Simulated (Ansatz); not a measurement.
Calculated with Ansatz (gas phase, PBE0-D4/def2-TZVP geometries, no zero-point term in ΔE). CCSD(T)/CBS adds triple-zeta CCSD(T) − MP2 to the extrapolated MP2 energy (def2 sets, frozen cores). DFT in def2-TZVPP. B3LYP here is the variant with VWN-RPA as its local correlation; programs differ in this. Each species was taken in one conformer, which may not be the lowest.

Consider the ligand exchange at the Si–O bond: `O[Si](O)(F)O[SiH3]` + `N[SiH2]S` → `N[SiH2]S[SiH3]` + `O[Si](O)(O)F`.

`O[Si](O)(F)O[SiH3]`:

Cartesian coordinates in Å:
```
O 2.214 -0.553 -0.185
Si 0.813 0.056 -0.734
O 0.020 -1.103 -1.538
F 1.150 1.289 -1.676
O -0.148 0.607 0.428
Si -1.554 0.375 1.243
H 2.896 0.056 0.101
H 0.518 -1.676 -2.122
H -1.596 1.363 2.348
H -1.603 -1.001 1.798
H -2.710 0.587 0.337
```

`N[SiH2]S`:

```xyz
8

N     0.621    1.278   -0.163
Si   -0.157   -0.225   -0.373
S    -0.784   -1.057    1.509
H     0.116    2.136   -0.304
H     1.398    1.396    0.466
H     0.736   -1.241   -0.986
H    -1.313    0.045   -1.263
H    -0.618   -2.331    1.115
```

`N[SiH2]S[SiH3]`:

```xyz
11

N    -1.208    0.076    2.178
Si   -0.850    0.266    0.520
S     1.199    0.807    0.134
Si    1.415   -0.256   -1.701
H    -0.726   -0.612    2.734
H    -1.456    0.882    2.729
H    -1.742    1.335    0.013
H    -1.085   -1.010   -0.204
H     1.383   -1.724   -1.478
H     2.730    0.137   -2.264
H     0.339    0.099   -2.662
```

`O[Si](O)(O)F`:

```xyz
8

O     1.342    0.525    0.671
Si   -0.073    0.033    0.058
O    -0.267    0.634   -1.433
O    -0.119   -1.585    0.010
F    -1.255    0.560    0.989
H     1.572    0.258    1.562
H    -0.286    1.585   -1.544
H    -0.914   -2.010   -0.315
```

(1) Is it downhill or uphill in electronic energy at CCSD(T)/CBS, and by how much? (Estimate.)

(2) What do these levels give: PBE0-D4, B3LYP-D4, ωB97X-V, B2PLYP, PBE, r2SCAN, B3LYP, CCSD/def2-TZVPP, SCS-MP2/def2-QZVPP, HF/CBS(def2), MP2/CBS(def2), CCSD/CBS(def2)? (Estimate.)

Largest T1 diagnostic among the species: 0.011.

Answers

(1) The calculation gave: Uphill: ΔE = +9.7 kcal/mol.

(2) Computed: PBE0-D4 7.0, B3LYP-D4 10.7, ωB97X-V 9.8, B2PLYP 10.9, PBE 6.2, r2SCAN 8.6, B3LYP 11.3, CCSD/def2-TZVPP 11.2, SCS-MP2/def2-QZVPP 10.9, HF/CBS(def2) 16.2, MP2/CBS(def2) 8.7, CCSD/CBS(def2) 10.7 kcal/mol.

In def2-TZVPP, CCSD(T) changes the Hartree–Fock value by −5.3 kcal/mol (the triples alone add −1.1 kcal/mol) and MP2 by −6.3 kcal/mol. From PBE to PBE0 (25 % exact exchange), in def2-TZVPP and without D4, ΔE moves by +1.1 kcal/mol.
